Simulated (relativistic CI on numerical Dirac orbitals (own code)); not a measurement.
# The spin-orbit constant of Tb³⁺ from its measured fine structure

Problem. The ground term ⁷F of Tb³⁺ (4f⁸5p⁶) has the measured levels J = 0: 5653.8, J = 1: 5431.8, J = 2: 4977.9, J = 3: 4292.3, J = 4: 3314.2, J = 5: 2051.6, J = 6: 0.0 cm⁻¹ (Martin, Zalubas and Hagan, Atomic Energy Levels: The Rare-Earth Elements, NSRDS-NBS 60 (1978)). Test the interval rule and estimate ζ(4f).

Working.
1. In LS coupling E(J) − E(J − 1) = AJ. The intervals give A = -222.0 (J = 1), -227.0 (J = 2), -228.5 (J = 3), -244.5 (J = 4), -252.5 (J = 5), -341.9 (J = 6) cm⁻¹.
2. These values spread by 45 % of their mean, from second-order spin-orbit mixing with other terms and from spin-spin terms.
3. The whole width divided by the sum of the upper J values gives a mean A = -269.2 cm⁻¹.
4. For the Hund term of a shell that is more than half full, A = −ζ/2S with 2S = 6, so ζ = 1615 cm⁻¹.

Check. The value calculated from Dirac-Coulomb-Breit radial functions of this configuration is ζ = 1700 cm⁻¹, 5 % above the estimate from measurement. The same recipe applied to the calculated levels returns 1602 cm⁻¹, which shows the bias of the recipe itself. Where the interval rule fails, the estimate is only rough.
